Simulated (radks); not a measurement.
Excited configurations of Ti2+: one electron is placed in a higher orbital outside [Ar] 3d1. The ground configuration is [Ar] 3d2. Calculated with a radial shooting solver on a logarithmic mesh with Libxc functionals: scalar-relativistic Kohn-Sham, LDA (Slater exchange, Perdew-Wang correlation), spin-polarised, spherical densities, point nucleus; open shells are filled with parallel spins first. Excitation = E - E(ground); binding = E(ion) - E, where the ion is the core of charge +3; n* = 3/sqrt(2 binding) in atomic units, and the quantum defect is n - n*.

| outer orbital | excitation (eV) | binding (eV) | n* | quantum defect | <r> (bohr) |
|---|---|---|---|---|---|
| 4f | 19.827 | 7.949 | 3.925 | 0.075 | 5.675 |
| 5p | 18.160 | 9.617 | 3.568 | 1.432 | 6.270 |
| 5f | 22.527 | 5.250 | 4.830 | 0.170 | 9.853 |
| 6s | 21.000 | 6.776 | 4.251 | 1.749 | 9.295 |
| 6p | 21.825 | 5.951 | 4.536 | 1.464 | 10.29 |
| 7p | 23.722 | 4.054 | 5.496 | 1.504 | 15.28 |
| 7f | 25.038 | 2.738 | 6.688 | 0.312 | 21.11 |

The Delta-SCF ionisation energy is 27.776 eV (NIST Atomic Spectra Database: 27.492 eV, measured). Self-interaction in the functional shifts the binding energies and quantum defects, so they are the method's values and not measured ones. Open shells are spherical and high-spin; term and fine-structure splittings are not resolved.
